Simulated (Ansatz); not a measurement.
Species: CH₅BS, charge 0, singlet. CH5BS (SMILES BSC).
B3LYP-D3(BJ)/def2-TZVP minimum from Ansatz (an electronic-structure program):
```xyz
8

B     -0.6328     1.3485     0.5134
H     -0.8159     1.8453     1.5769
H     -0.9488     1.8732    -0.5055
S      0.1416    -0.2271     0.5258
C      0.2854    -0.7239    -1.2252
H     -0.2538    -1.6577    -1.3721
H      1.3362    -0.8769    -1.4631
H     -0.1311     0.0497    -1.8648
```
Charge 0, spin multiplicity 1.

Total energies in hartree (Ansatz). Open shells are spin-unrestricted; no spin-orbit coupling. Correlated methods leave the cores frozen. No relativity. Where a partner has so few electrons that a lower coupled-cluster level is exact, that level stands in.

```tsv
species	HF/cc-pV(T+d)Z	CCSD(T)/cc-pV(T+d)Z	HF/cc-pV(Q+d)Z	CCSD(T)/cc-pV(Q+d)Z	CCSD(T)/cc-pV(D+d)Z	CCSDT(Q)/cc-pV(D+d)Z
1: CH5BS (SMILES BSC)	-463.04704	-463.57252	-463.05471	-463.60975	-463.44129	-463.44322
2: B (doublet)	-24.53207	-24.59810	-24.53297	-24.60084	-24.58941	-24.58977
3: H (doublet)	-0.49981	-0.49981	-0.49995	-0.49995	-0.49928	-0.49928
4: S (triplet)	-397.50938	-397.65444	-397.51264	-397.66785	-397.60412	-397.60456
5: C (triplet)	-37.69157	-37.78076	-37.69331	-37.78654	-37.76038	-37.76071
```

Problem. Work out the atomisation energy (electronic, to ground-state atoms) in kcal/mol: take Hartree-Fock from cc-pV(Q+d)Z, extrapolate the CCSD(T) correlation energy as X^-3 (X = 3, 4), and add CCSDT(Q) - CCSD(T) in cc-pV(D+d)Z. 1 hartree = 627.51 kcal/mol.

Solution. 
Species 1: correlation (64·(-0.55504) - 27·(-0.52548))/37 = -0.57661; step -0.00193; E1 = -463.05471 + (-0.57661) + (-0.00193) = -463.63325
Species 2: correlation (64·(-0.06787) - 27·(-0.06603))/37 = -0.06921; step -0.00036; E2 = -24.53297 + (-0.06921) + (-0.00036) = -24.60254
Species 3: correlation (64·(0.00000) - 27·(0.00000))/37 = 0.00000; step +0.00000; E3 = -0.49995 + (0.00000) + (+0.00000) = -0.49995
Species 4: correlation (64·(-0.15521) - 27·(-0.14506))/37 = -0.16262; step -0.00044; E4 = -397.51264 + (-0.16262) + (-0.00044) = -397.67570
Species 5: correlation (64·(-0.09323) - 27·(-0.08919))/37 = -0.09618; step -0.00033; E5 = -37.69331 + (-0.09618) + (-0.00033) = -37.78982
-1·E1 +1·E2 +5·E3 +1·E4 +1·E5 = 1.06544 hartree = 668.6 kcal/mol.
